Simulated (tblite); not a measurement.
Compound: C4H5ClO2Si.
Cartesian coordinates in Å at the GFN2-xTB level; atoms count from 1:
```
atom  x, y, z in Å
C1     1.1590    1.1539    2.0209
C2     0.2420    0.8624    1.3011
Si3   -1.1343    0.4016    0.1437
O4    -2.4655   -0.0704    0.9319
O5    -0.6810   -0.9423   -0.6972
C6     0.3003   -1.2276   -1.5444
C7     1.1991   -0.4122   -2.0813
Cl8    1.2687    1.2766   -1.7560
H9     1.9558    1.4126    2.6578
H10   -1.6164    1.4885   -0.6847
H11   -2.5100   -0.8965    1.4053
H12    0.3305   -2.2799   -1.8084
H13    1.9474   -0.7661   -2.7677
```

Level: GFN2-xTB in tblite, geometry and Hessian alike; calculated harmonic values, unscaled, isolated species. Against measured fundamentals such values can be off by several per cent, at times by over 20. Modes of hydrogen on silicon can be 10 to 20 % off. One conformer, not necessarily the lowest.

Harmonic wavenumbers (cm⁻¹): 50.9, 67.4, 105.8, 133.2, 156.7, 177.4, 216.2, 282.9, 320.3, 330.2, 428.6, 609.5, 641.0, 650.2, 677.0, 684.6, 707.0, 723.5, 740.8, 792.2, 806.9, 830.2, 925.2, 1115.0, 1248.3, 1288.7, 1681.6, 2216.5, 2368.6, 3015.1, 3115.6, 3355.5, 3675.6.

A = 1942, B = 1139, C = 860.9 MHz; mass 147.975 u (most abundant isotopes); point group C1, symmetry number 1.

**Question.** What is the zero-point energy?

**Answer.** ½Σν̃ = 17069 cm⁻¹ = 48.80 kcal/mol.

**Question.** Give the ideal-gas entropy at 298.15 K and 1 bar in the rigid-rotor, harmonic-oscillator model (classical rotation).

**Answer.** Translation 40.91, rotation 29.51, vibration 30.68: S = 101.1 cal/(mol K).

**Question.** And Cp and H(298.15 K) − H(0)?

**Answer.** Cp = 37.69 cal/(mol K), of which vibrations give 29.74 (their classical limit is 33 R = 65.6); H(298.15 K) − H(0) = 7.14 kcal/mol without the zero-point energy, 4.77 from vibrations.

**Question.** Which modes carry the vibrational entropy at 298.15 K?

**Answer.** 50.9 cm⁻¹: 4.78; 67.4 cm⁻¹: 4.23; 105.8 cm⁻¹: 3.34; 133.2 cm⁻¹: 2.90; 156.7 cm⁻¹: 2.59; 177.4 cm⁻¹: 2.36 cal/(mol K); the other 27 give 10.48 together.

**Question.** How do the functions run with temperature in this model?

**Answer.** 
```json
{"T (K)": "50", "S (cal/(mol K))": "59.4", "Cp (cal/(mol K))": "13.7", "H − H(0) (kcal/mol)": "0.51", "G − H(0) (kcal/mol)": "-2.46", "ln q(vib)": "0.51"}
{"T (K)": "100", "S (cal/(mol K))": "71.0", "Cp (cal/(mol K))": "19.9", "H − H(0) (kcal/mol)": "1.36", "G − H(0) (kcal/mol)": "-5.74", "ln q(vib)": "1.81"}
{"T (K)": "373.15", "S (cal/(mol K))": "110.1", "Cp (cal/(mol K))": "42.6", "H − H(0) (kcal/mol)": "10.16", "G − H(0) (kcal/mol)": "-30.93", "ln q(vib)": "9.37"}
{"T (K)": "500", "S (cal/(mol K))": "123.5", "Cp (cal/(mol K))": "48.7", "H − H(0) (kcal/mol)": "15.98", "G − H(0) (kcal/mol)": "-45.77", "ln q(vib)": "12.55"}
{"T (K)": "750", "S (cal/(mol K))": "144.8", "Cp (cal/(mol K))": "56.0", "H − H(0) (kcal/mol)": "29.16", "G − H(0) (kcal/mol)": "-79.42", "ln q(vib)": "18.16"}
{"T (K)": "1000", "S (cal/(mol K))": "161.5", "Cp (cal/(mol K))": "60.6", "H − H(0) (kcal/mol)": "43.77", "G − H(0) (kcal/mol)": "-117.78", "ln q(vib)": "22.99"}
```

q(vib) and H(0) count from the zero-point level.

Hindered rotation and anharmonicity are outside this model. Other conformers, if any are populated, would add a mixing term that is left out. The structure is chiral; the term R ln 2 for an equal mix with its mirror image is left out.
